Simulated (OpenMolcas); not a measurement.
**Pd2+ in a ligand field**

Pd2+ with 5 ligands (fluoride) in square pyramidal coordination (C4v) at 2.1 Å, the axial distance 1.995 Å. A charge of +0.6 e stands 3.2 Å behind each ligand. Ligand basis ANO-RCC-VDZP.
```
Pd    0.0000    0.0000    0.0000
F     2.1000    0.0000    0.0000
F     0.0000    2.1000    0.0000
F    -2.1000    0.0000    0.0000
F     0.0000   -2.1000    0.0000
F     0.0000    0.0000    1.9950
```

```json
{
 "Program": "OpenMolcas 26.06",
 "Method": "SS-CASPT2, IPEA 0.25 Eh, imaginary shift 0.1 Eh (closed shells correlated: 4s 4p and the ligand valence shells)",
 "Basis": "ANO-RCC-VTZP [7s6p4d2f1g]",
 "Scalar Hamiltonian": "DKH2, point nucleus",
 "Active space": "8 electrons in 5 orbitals (4d)",
 "State averaging": "2S+1 = 3 even, 10 roots; 2S+1 = 1 even, 15 roots",
 "Spin-orbit coupling": "RASSI with atomic mean-field integrals over the reference wave functions"
}
```

The lowest spin-free states, above the lowest:

```tsv
State	Degeneracy	E (cm-1)
2S+1 = 3	1	0
2S+1 = 1	1	5660
2S+1 = 1	1	7920
2S+1 = 3	2	8980
2S+1 = 3	1	12650
2S+1 = 3	1	14970
2S+1 = 1	2	17970
2S+1 = 1	1	19130
2S+1 = 3	2	19590
2S+1 = 1	1	23190
2S+1 = 1	1	23220
2S+1 = 3	2	26480
2S+1 = 3	1	27090
2S+1 = 1	2	28740
2S+1 = 1	1	33820
2S+1 = 1	2	34660
2S+1 = 1	1	36430
2S+1 = 1	1	36710
2S+1 = 1	1	52080
```

The lowest levels with spin-orbit coupling:

```tsv
E (cm-1)	Degeneracy	2S+1	g
0	1	3	
39	2	3	0.00 0.00 4.59
5220	1	1 (84 %)	
7290	1	1 (78 %)	
8260	1	3	
8290	1	3	
9200	2	3	0.00 0.00 1.57
10420	1	3	
10810	1	3 (82 %)	
13200	2	3	0.00 0.00 3.00
13500	1	3	
14900	1	3	
15070	2	3	0.00 0.00 3.05
17940	2	1 (84 %)	0.00 0.00 0.73
19010	1	1 (53 %)	
19200	1	3 (84 %)	
20480	1	3	
20560	1	3 (55 %)	
20720	2	3	0.00 0.00 0.36
21240	1	3
```

Electric-dipole absorption from the lowest level at this geometry, strongest bands:

| E (cm-1) | λ (nm) | f |
| --- | --- | --- |
| 9200 | 1090 | 2.05e-04 |
| 10420 | 960 | 5.29e-06 |
| 13200 | 758 | 2.46e-05 |
| 15070 | 664 | 2.84e-06 |
| 17940 | 557 | 4.68e-06 |
| 20720 | 483 | 3.98e-05 |
| 22540 | 444 | 1.10e-06 |
| 26800 | 373 | 8.35e-05 |
| 27740 | 361 | 6.21e-05 |

Powder χT (cm3 K/mol): 0.109 at 2 K, 0.542 at 10 K, 1.37 at 50 K, 1.44 at 100 K, 1.47 at 200 K, 1.49 at 300 K. The effective moment at 300 K is 2.828 √(χT) = 3.45 μB.

The lowest level has 2S+1 = 3, for which the spin-only value is χT = S(S+1) / 2 = 1.000 cm3 K/mol (g = 2). The computed 1.491 at 300 K differs by +0.491, through orbital momentum, spin-orbit coupling and any other state in reach.

Over all roots computed the reference weight is 0.71 to 0.72; a low but even weight reflects the number of correlated electrons. Real 4d8 and 5d8 ions are as a rule square planar and diamagnetic. This shell can be high or low spin here, a state of another spin lies low, and with metal d orbitals alone active their balance is uncertain, so the ground spin may be wrong. Ligand-to-metal charge-transfer states are missing. With no ligand orbital active B as a rule stays too high, so bands that hang on it stand too high and its fall with covalency is understated. No measured value stands beside these numbers; the geometry is a model, was not optimised and need not be the one that this ion takes.

With an even number of electrons the g values are those of a degenerate or nearly degenerate non-Kramers pair.
